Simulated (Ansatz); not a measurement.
Geometry optimisation, RHF/def2-SVP in Ansatz 0.2.0.

The input (input.yaml):

```yaml
crystal:
  periodic: [false, false, false]
  atoms:
    - { symbol: B, position_ang: [-0.029767, 0.12523, 0.15845] }
    - { symbol: Cl, position_ang: [0.142642, 0.844069, 1.817133] }
    - { symbol: F, position_ang: [1.021368, -0.062267, -0.573271] }
    - { symbol: F, position_ang: [-1.213294, -0.067255, -0.331768] }
    - { symbol: P, position_ang: [0.150241, -2.900604, 0.944583] }
    - { symbol: H, position_ang: [-0.413275, -2.572475, -0.303384] }
    - { symbol: H, position_ang: [1.462896, -2.499179, 0.624513] }
    - { symbol: H, position_ang: [-0.205611, -1.703819, 1.610146] }
basis:
  gaussian: { orbitals: def2-SVP }
hamiltonian:
  xc: hf
relax:
  f_tol: 0.03
  max_steps: 50
```

Launched with:

```bash
$ ansatz run input.yaml --threads 1 --pin off --max-ram 2048MiB --backend cpu --events-out ev --progress --plain --runs-dir out
```

Question: Where does it end, and by what steps?

Answer: It converged. The force dipped under the threshold on the way, but the program's further checks kept it going. After 32 steps the energy has fallen by 0.339 eV; H8 moved furthest, 0.85 Å.

```tsv
step	energy less start (eV)	largest force component (eV/Å)	accepted
0	0.0000	1.215	yes
2	-0.2618	1.007	yes
4	-0.2913	0.714	yes
6	-0.3272	0.382	yes
8	-0.3315	0.107	yes
10	-0.3347	0.049	yes
12	-0.3356	0.058	yes
14	-0.3362	0.054	yes
16	-0.3359	0.190	no
18	-0.3367	0.147	no
20	-0.3374	0.101	yes
22	-0.3302	0.523	no
24	-0.3382	0.003	yes
26	-0.3386	0.037	yes
28	-0.3388	0.034	yes
30	-0.3388	0.077	no
32	-0.3390	0.003	yes
```

```xyz
8
Properties=species:S:1:pos:R:3
B -0.003 0.624 0.042
Cl -0.130 1.229 1.677
F 1.159 0.476 -0.517
F -1.069 0.320 -0.633
P 0.268 -3.409 0.963
H -0.682 -2.909 0.045
H 1.368 -2.720 0.404
H 0.004 -2.447 1.964
```

Whether the end is a true minimum wasn't checked by a vibrational analysis.

Run time: 66 s on 1 thread of Arm Neoverse V1, with other jobs on the host, peak memory 0.18 GiB.
